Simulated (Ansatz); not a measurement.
Molecule: C6H7, net charge 0, doublet state. It need not be the lowest isomer of its formula. 
Geometry from a B3LYP-D3(BJ)/def2-TZVP (Ansatz, an electronic-structure program) optimisation:
```
C
C 1 1.3316
C 2 1.4533 1 114.45
C 3 1.3448 2 106.81 1 0.00
H 3 1.0790 4 127.36 2 180.00
H 4 1.0803 3 126.77 5 0.00
C 1 1.4891 2 131.15 3 180.00
H 7 1.0893 1 110.89 2 0.00
H 7 1.0940 8 108.12 1 122.30
H 7 1.0940 8 108.12 9 115.40
C 4 1.5064 6 123.87 3 -180.00
H 11 1.0961 4 111.76 6 59.76
H 11 1.0961 12 106.72 4 122.46
```
Charge 0, spin multiplicity 2.

Basis-set convergence of Hartree-Fock and CCSD(T) correlation energies (hartree) with Ansatz. Correlated levels leave the core frozen unless marked. UHF or UKS for open shells. Spin-orbit coupling is left out. Non-relativistic.

The UHF reference is spin-contaminated (<S^2> 0.49 over the pure value in the largest basis). 

```json
[
 {"basis": "cc-pVDZ", "functions": "119", "E(HF)": "-231.20637", "E(corr, CCSD(T))": "-0.85219"},
 {"basis": "cc-pVTZ", "functions": "278", "E(HF)": "-231.26429", "E(corr, CCSD(T))": "-1.02123"},
 {"basis": "cc-pVQZ", "functions": "540", "E(HF)": "-231.27856", "E(corr, CCSD(T))": "-1.07309"}
]
```

Extrapolating the two largest sets (X = 3 and 4) as X^-3: E(corr) = (64·(-1.07309) - 27·(-1.02123))/37 = -1.1109 Eh, an estimate of the basis-set limit. The largest set recovers 96.6 % of it, the smallest 76.7 %.
